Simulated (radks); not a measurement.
Results of a calculation; reference values are marked as such.
The krypton ion Kr2+, configuration [Ar] 3d10 4s2 4p3 4d1 (not the ground configuration). Level of theory: scalar-relativistic Kohn-Sham, PBE, spin-polarised, spherical densities, finite nucleus; open shells are filled with parallel spins first; Fermi nuclear charge, rms radius 4.1884 fm (a radial shooting solver on a logarithmic mesh with Libxc functionals). Some entries of the table are withheld. Estimate them.

orbital  occ.  eigenvalue (eV)  <1/r> (bohr^-1)
1s up       1        -14188.35            36.76
1s down     1        -14188.09            36.76
2s up       1        -1893.709            8.164
2s down     1        -1893.507            8.164
2p up       3        -1677.858            7.985
2p down     3        -1677.565            7.984
3s up       1        -293.0398            2.701
3s down     1        -292.6534            2.701
3p up       3        -224.2759            2.548
3p down     3        -223.8413            2.549
3d up       5        -110.4566            2.273
3d down     5        -109.9117            2.279
4s up       1              (1)           0.8954
4s down     1              (2)           0.9056
4p up       3              (3)           0.7730
4p down     0              (4)           0.7724
4d up       1         -14.5708           0.5143

Answer. 
(1) 4s up eigenvalue (eV): -50.0060
(2) 4s down eigenvalue (eV): -46.0984
(3) 4p up eigenvalue (eV): -34.6189
(4) 4p down eigenvalue (eV): -30.6079
